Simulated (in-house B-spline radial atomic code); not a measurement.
Te⁴⁺. Computed with a B-spline radial atomic code. Model: all-electron spherical atom, spin shells full or empty, radial basis limit, no spin-orbit coupling, Breit or QED, empty-state partial waves extrapolated as (l+1/2)^-4, RPA, G0W0 and static COHSEX of the highest shell as one setting changes (uncorrelated shells keep exact exchange).

Given: element Te; charge 4; filled core Kr; hamiltonian one-electron scalar X2C; mean-field start PBE; highest l of empty states 9; nuclear rms radius 4.7423 fm; highest mean-field shell 5s.

Shell: 4d 5 5, 5s 1 1 (electrons up and down).

| lowest nl shells left uncorrelated | RPA correlation energy (hartree) | G0W0 level (eV) | G0W0 minus most complete (meV) | COHSEX level (eV) | removal by RPA minus most complete (meV) |
| --- | --- | --- | --- | --- | --- |
| 0 | -3.8752 | -58.957 | 0 | -61.184 | 0 |
| 1 | -3.6976 | -58.957 | 0.2 | -61.184 | -0.1 |
| 2 | -3.5023 | -58.96 | -3.1 | -61.192 | 3.6 |
| 3 | -2.9427 | -58.957 | 0.6 | -61.182 | 2 |
| 4 | -2.7613 | -58.974 | -16.5 | -61.219 | 19.2 |
| 5 | ? | ? | ? | ? | ? |
| 6 | -1.3669 | -58.893 | 64.3 | -61.101 | -33.1 |
| 7 | ? | ? | ? | ? | ? |
| 8 | -0.75101 | -58.878 | 79.3 | -61.109 | -90.6 |
| 9 | -0.073578 | -57.8 | 1156.8 | -59.572 | -1313.6 |

(1) What follows for lowest nl shells left uncorrelated = 7?

(2) What follows for lowest nl shells left uncorrelated = 5?

## Answers

(1) RPA correlation energy -1.2079 hartree; G0W0 level -58.971 eV; G0W0 minus most complete -13.7 meV; COHSEX level -61.246 eV; removal by RPA minus most complete 36.6 meV.

(2) RPA correlation energy -2.2224 hartree; G0W0 level -58.963 eV; G0W0 minus most complete -5.9 meV; COHSEX level -61.208 eV; removal by RPA minus most complete 13.1 meV.
